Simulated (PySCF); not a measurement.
C3H2F4, SMILES F/C=C/C(F)(F)F. Atoms are numbered in the order given.

```xyz
9

F      0.1623    -2.8470     0.0000
C     -0.2848    -1.5973     0.0000
C      0.5396    -0.5531     0.0000
C      0.0326     0.8506     0.0000
F      0.4654     1.5257    -1.0798
F      0.4654     1.5257     1.0798
F     -1.3121     0.9077     0.0000
H     -1.3759    -1.5277     0.0000
H      1.6237    -0.6832     0.0000
```
Charge 0, spin multiplicity 1.

Coordinates come from a B3LYP-D3(BJ)/def2-SVP optimisation.

All values below come from PySCF with PBE/def2-TZVP.

Symmetry labels are those of the subgroup Cs that the program uses (full group Cs).

Computed valence orbital energies around the gap with their symmetry:
```json
[
 {"orbital": "HOMO−7", "symmetry": "A\"", "energy (eV)": "-11.26"},
 {"orbital": "HOMO−6", "symmetry": "A'", "energy (eV)": "-11.20"},
 {"orbital": "HOMO−5", "symmetry": "A\"", "energy (eV)": "-10.29"},
 {"orbital": "HOMO−4", "symmetry": "A'", "energy (eV)": "-10.17"},
 {"orbital": "HOMO−3", "symmetry": "A'", "energy (eV)": "-9.72"},
 {"orbital": "HOMO−2", "symmetry": "A\"", "energy (eV)": "-9.65"},
 {"orbital": "HOMO−1", "symmetry": "A'", "energy (eV)": "-9.32"},
 {"orbital": "HOMO", "symmetry": "A\"", "energy (eV)": "-7.21"},
 {"orbital": "LUMO", "symmetry": "A\"", "energy (eV)": "-1.75"},
 {"orbital": "LUMO+1", "symmetry": "A'", "energy (eV)": "0.70"},
 {"orbital": "LUMO+2", "symmetry": "A'", "energy (eV)": "1.25"},
 {"orbital": "LUMO+3", "symmetry": "A'", "energy (eV)": "1.59"}
]
```
